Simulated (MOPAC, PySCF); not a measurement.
C₁₄H₁₀S, SMILES `c1c(ccc2c1ccc1c2cccc1)S` (H–S–C–C torsion 0°), neutral singlet in the gas phase. 

Cartesian coordinates (Å):
```xyz
25

S     -5.0106    -0.7966    -0.0328
C     -3.2966    -0.3817     0.0090
C     -2.8372     0.9343     0.2262
C     -1.4859     1.2074     0.2501
C     -0.5178     0.1990     0.0613
C     -0.9845    -1.1260    -0.1575
C     -0.0389    -2.1848    -0.3544
C      1.2977    -1.9424    -0.3353
C      1.8115    -0.6229    -0.1181
C      3.2028    -0.3838    -0.1003
C      3.7041     0.8842     0.1086
C      2.8169     1.9559     0.3067
C      1.4520     1.7447     0.2931
C      0.9091     0.4587     0.0819
C     -2.3680    -1.3921    -0.1797
H     -5.4789     0.4484     0.1903
H     -3.5534     1.7455     0.3770
H     -1.1725     2.2380     0.4211
H     -0.4177    -3.1963    -0.5210
H      2.0102    -2.7574    -0.4867
H      3.8804    -1.2274    -0.2559
H      4.7828     1.0559     0.1203
H      3.2071     2.9629     0.4727
H      0.7880     2.5958     0.4498
H     -2.7008    -2.4194    -0.3498
```
Charge 0, spin multiplicity 1.

All levels are single points at this geometry (PBE0-D4/def2-SVP); Pople sets use spherical d functions. Orbital energies aren't observables, and empty levels follow the basis.

PM6 in MOPAC gives dipole (D) = 1.51.

Estimate the dipole (D) from each of these levels: B3LYP-D3(BJ)/def2-SVP in PySCF; PBE-D3(BJ)/def2-SVP in PySCF; PBE0-D4/def2-SVP in PySCF; B3LYP/3-21G in PySCF; HF/6-31G* in PySCF; AM1 in MOPAC; PM3 in MOPAC; PM7 in MOPAC.


```csv
level,dipole (D)
B3LYP-D3(BJ)/def2-SVP in PySCF,1.02
PBE-D3(BJ)/def2-SVP in PySCF,1.00
PBE0-D4/def2-SVP in PySCF,1.12
B3LYP/3-21G in PySCF,1.53
HF/6-31G* in PySCF,1.56
AM1 in MOPAC,1.48
PM3 in MOPAC,1.73
PM7 in MOPAC,1.68
```
